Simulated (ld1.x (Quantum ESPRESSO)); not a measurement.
**W, TM: configuration errors across variants**

```json
{
  "Element": "tungsten (W)",
  "Generator": "ld1.x (Quantum ESPRESSO) 7.5",
  "Type": "norm-conserving Troullier–Martins (Kleinman–Bylander form)",
  "Functional": "PBE",
  "Relativity": "scalar-relativistic",
  "Frozen core": "[Xe] 4f14",
  "Valence charge": "6",
  "Reference configuration": "5d4 6s1.5 6p0.5",
  "Partial waves": "6s (bound): rc 2.00 bohr; 5d (bound): rc 2.30 bohr; 6p (bound): rc 2.90 bohr",
  "Local potential": "the p channel",
  "Core correction": "a·sin(br)/r model core, default radius (core density twice the valence density)"
}
```

All-electron excitation energies from the reference (eV): (1) 5d4 6s2 6p0 -2.210; (2) 5d4 6s1 6p0 6.673; (3) 5d4 6s0 6p0 22.353; (4) 5d3 6s2 6p0 6.620; (5) 5d2 6s0 6p0 84.946; (6) 5d3 6s0 6p0 47.735; (7) 5d3 6s2 6p1 1.808.

Tests that are not counted but printed errors over 1 eV. “wave 6p (bound): rc 2.90 bohr becomes 6p (bound): rc 1.96 bohr”: 5d3 6s2 6p1 (solver errors, printed error -2.5 eV).

A true bound ghost makes a file unfit for plane-wave use even where its test errors are small: the radial tests pick states by their node count and pass the ghost by. Where a test does run into it, the solver fails or the error is huge.

Errors AE − PS in meV (a dash: test not solved or not reliable):

```csv
change,(1),(2),(3),(4),(5),(6),(7),bound ghosts
base,0.0,-6.5,-47,-29,-971,-300,-68,none
wave 6p (bound): rc 2.90 bohr becomes 6p (bound): rc 1.96 bohr,-0.8,-4.6,-30,-61,-886,-240,–,s
wave 6p (bound): rc 2.90 bohr becomes 6p (bound): rc 2.28 bohr,-0.2,-5.3,-34,-69,-889,-251,-38,s
wave 6p (bound): rc 2.90 bohr becomes 6p (bound): rc 2.52 bohr,-0.3,-7.4,-40,-93,-932,-275,-88,s
wave 6p (bound): rc 2.90 bohr becomes 6p (bound): rc 2.88 bohr,+0.3,-5.7,-46,-11,-970,-299,-55,none
wave 6p (bound): rc 2.90 bohr becomes 6p (bound): rc 3.12 bohr,-0.3,-7.3,-47,-44,-967,-299,-80,none
wave 6p (bound): rc 2.90 bohr becomes 6p (bound): rc 3.46 bohr,-0.3,-7.4,-47,-45,-968,-300,-80,none
wave 6p (bound): rc 2.90 bohr becomes 6p (bound): rc 3.76 bohr,0.0,-7.2,-48,-41,-979,-305,-76,none
wave 6p (bound): rc 2.90 bohr becomes 6p (bound): rc 4.10 bohr,+0.6,-7.1,-52,-31,-1009,-322,-65,none
```

**Question.** Give the same row for: wave 6p (bound): rc 2.90 bohr becomes 6p (bound): rc 4.40 bohr.

**Answer.** +1.0, -7.2, -56, -25, -1030, -333, -58; bound ghosts: none.
